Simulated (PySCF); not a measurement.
**Question.** Write Cartesian coordinates for `[CH2]1[Ge@H]([CH3])[NH][SiH2]1` as optimised with PBE0-D3(BJ)/def2-SVP.

**Answer.** 
```xyz
14
C2H9GeNSi angstrom
C      2.0510   -0.0446    0.8747
Ge     0.6390   -0.5032   -0.3860
C     -1.1402   -0.9008    0.3769
Si    -1.7747    0.6801   -0.4602
N     -0.2003    0.9706   -1.1443
H      2.4362   -0.9509    1.3670
H      1.6649    0.6423    1.6412
H      2.8870    0.4446    0.3524
H      1.1627   -1.5174   -1.4319
H     -1.5854   -1.8344    0.0031
H     -1.1694   -0.9054    1.4762
H     -2.8791    0.4623   -1.4523
H     -2.2635    1.7303    0.4949
H      0.1652    1.7112   -1.7285
```

Any rigid rotation of these coordinates is as good. Atoms count from 1 in this order. The 2 C–Ge bonds span 1.948 Å (C1–Ge2, drawn single) to 1.976 Å (Ge2–C3, drawn single), a spread of 0.028 Å. Si4 (SiH2 silicon) has angles from 90.6° to 115.5°. N5 (silicon-bound nitrogen) is planar (angles 132.5°, 130.8° and 96.6°, sum 360.0°, 0.02 Å off the plane of its three neighbours). Ge2 (germanium bonded to 2 C, N and H) has angles from 84.9° to 116.8°.

Bonds between heavy atoms (Å): C1–Ge2 1.948, Ge2–C3 1.976, C3–Si4 1.898, Si4–N5 1.741, Ge2–N5 1.858.

Computed, not measured: PBE0-D3(BJ)/def2-SVP geometry optimisation, gas phase in PySCF 2.14.0.

Point group: C1 (no symmetry element, even within 0.4 Å). No PBE0-D3(BJ)/def2-SVP frequencies stand behind this structure, so it isn't proved a minimum.
